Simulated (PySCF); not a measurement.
C3H11BN2.
Numbering: `[CH3:1][NH:2][BH:3][N:4]([CH3:5])[CH3:6]` (hydrogens: H7, H8, H9 on C1; H10 on N2; H11 on B3; H12, H13, H14 on C5; H15, H16, H17 on C6)

Theory: core-valence-separated Tamm–Dancoff BHandHLYP/aug-pcX-1 (pcseg-1 on H) in PySCF, non-relativistic, gas phase, PBE0-D3(BJ)/def2-SVP geometry. The energies are unshifted.

(1) What does the B 1s absorption edge look like?

(2) List the carbon K-edge absorption lines.

(3) Give energies, oscillator strengths and core holes at the N K edge.

Results:

(1) 
```tsv
E (eV)	f	core hole on	main final orbital
188.38	0.0755	B3	LUMO+13 (56 %)
190.37	0.0027	B3	LUMO (78 %)
190.66	0.0116	B3	LUMO+2 (57 %)
190.98	0.0005	B3	LUMO+1 (87 %)
191.29	0.0093	B3	LUMO+3 (77 %)
191.57	0.0069	B3	LUMO+5 (35 %)
191.66	0.0010	B3	LUMO+6 (65 %)
```

The first line with a tenth or more of the strongest one's intensity is at 188.38 eV (f = 0.075), with the hole on B3 (three-coordinate boron). It is also the strongest listed.

(2) 
```
E (eV)       f  core hole on               main final orbital
285.97  0.0101            C1                    LUMO+1 (41 %)
286.02  0.0191         C5/C6  LUMO/LUMO+1 (2 roots, f summed)
286.69  0.0309            C6                           spread
286.76  0.0260            C5                    LUMO+3 (49 %)
286.76  0.0146            C1                    LUMO+2 (37 %)
286.80  0.0283            C1                    LUMO+3 (40 %)
286.88  0.0568         C5/C6       spread (2 roots, f summed)
287.16  0.0204            C1                    LUMO+5 (31 %)
287.26  0.0104            C5                           spread
287.45  0.0161         C5/C6  LUMO/LUMO+6 (2 roots, f summed)
287.79  0.0075            C1                    LUMO+3 (34 %)
287.81  0.0123            C5                    LUMO+3 (35 %)
```

The first line with a tenth or more of the strongest one's intensity is at 285.97 eV (f = 0.010), with the hole on C1 (N-methyl carbon). The strongest listed is at 286.88 eV (f = 0.057, sum of 2; C5/C6).

(3) 
| E (eV) | f | core hole on | main final orbital |
| --- | --- | --- | --- |
| 399.30 | 0.0164 | N2 | LUMO (50 %) |
| 399.71 | 0.0224 | N2 | LUMO+3 (50 %) |
| 399.90 | 0.0211 | N4 | LUMO+3 (44 %) |
| 400.37 | 0.0012 | N4 | LUMO (78 %) |
| 400.70 | 0.0027 | N2 | LUMO+1 (44 %) |
| 400.87 | 0.0052 | N4 | LUMO+1 (40 %) |
| 401.06 | 0.0018 | N2 | spread |
| 401.26 | 0.0030 | N4 | LUMO+6 (69 %) |
| 401.32 | 0.0033 | N4 | LUMO+2 (33 %) |
| 401.43 | 0.0044 | N2 | LUMO+5 (40 %) |
| 401.45 | 0.0071 | N4 | LUMO+4 (52 %) |

The first line with a tenth or more of the strongest one's intensity is at 399.30 eV (f = 0.016), with the hole on N2 (boron-bound nitrogen). The strongest listed is at 399.71 eV (f = 0.022; N2).

Roots within 0.03 eV whose holes lie on the same, on equivalent or on shared atoms are summed into one line, and the highest roots are left out, as the search may have cut off their partners. Final orbitals are the ground state's empty Kohn–Sham orbitals.

Q: What is the summed oscillator strength of the listed B K lines, and their intensity-weighted mean energy?

A: Σf = 0.108 over 7 lines from 188.38 to 191.66 eV; the weighted mean is 189.18 eV. The strongest line holds 70 % of the sum.

The ionisation thresholds weren't computed; near and above them a finite basis only mimics Rydberg series and continuum.

Conformer computed: `[CH3:1][NH:2][BH:3][N:4]([CH3:5])[CH3:6]`: C1–N2–B3–N4 178°, N2–B3–N4–C5 176°.

One conformer stands for the species.
